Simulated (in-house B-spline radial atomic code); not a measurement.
The molybdenum ion Mo⁶⁺: [Ar] 3d10 4s1 4p6 4d1 (with a hole in an inner shell)

All numbers are computed (Dirac-Hartree-Fock, average of configuration; Fermi nucleus of rms radius 4.4091 fm) with a radial B-spline atomic code at the basis-set limit, not measured.

Effective charges: Z_r = [3n² - l(l+1)]/(2<r>) from the radius, Z_e = n√(-2ε) from the energy, and Slater's rules. Values are occupation-weighted means over j. An effective charge above Z reflects the relativistic contraction of the inner shells.

```
shell  electrons   ε (eV)  <r> (bohr)    Z_r    Z_e  Slater
   1s          2   -20213     0.03516  42.67  38.54   41.70
   2s          2  -3008.7      0.1531  39.20  29.74   37.85
   2p          6  -2694.5      0.1338  37.36  28.15   37.85
   3s          2  -619.09       0.426  31.69  20.24   30.75
   3p          6   -513.4      0.4271  29.27  18.43   30.75
   3d         10  -340.08      0.4127  25.44  15.00   20.85
   4s          1  -163.69       1.063  22.57  13.87   14.60
   4p          6  -127.26       1.155  19.92  12.23   14.60
   4d          1  -85.332       1.377  15.26  10.02    7.00
```

The least bound orbital is 4d5/2 at -85.18 eV, and it is also the most diffuse (<r> = 1.38 bohr). The part-filled 4s shell lies below the filled 4p shell in orbital energy.

Spin-orbit splittings of the orbital energies (j = l + 1/2 above j = l - 1/2 when positive): 2p 107.2 eV, 3p 18.37 eV, 3d 3.44 eV, 4p 3.024 eV, 4d 0.3707 eV.

For the 1s electron the small component carries 2.35 % of the norm, the zero-frequency Breit interaction raises the level by 38.71 eV, self-energy by 21.15 eV, and vacuum polarisation lowers it by 2.443 eV.
